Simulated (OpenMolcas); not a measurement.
**Mn6+, Tc6+, Re6+: d down the group**

```yaml
Program: OpenMolcas
Method: CASSCF
Basis: ANO-R3
Scalar_Hamiltonian: X2C, finite nucleus
Spin-orbit_coupling: RASSI with atomic mean-field integrals over the reference wave functions, term energies averaged over their components
```

Active space for each ion: 1 electron in 5 orbitals (d).

Computed levels in cm-1 above ²D_3/2:

| Level | Mn6+ | Tc6+ | Re6+ |
| --- | --- | --- | --- |
| ²D_5/2 | 1299 | 3143 | 10744 |
| weight of ²D in the lowest level (%) | 100 | 100 | 100 |

Measured, with the error of the calculation in %. Measured levels: Mn6+ from Corliss and Sugar, J. Phys. Chem. Ref. Data 6, 1253 (1977).

```
 Level         Mn6+
²D_5/2  1350 (-3.7)
```

The fine-structure level ²D_5/2 changes by a factor of 8.27 from Mn6+ to Re6+.

With one active electron the reference holds no correlation, so core polarisation is missing. Computed and measured levels are paired by configuration, term and J; levels that our copy of the source lacks, or whose pairing is in doubt (as where it misses far off the trend of its configuration), stay unpaired and out of the deviations. Levels of configurations outside the active space are missing.
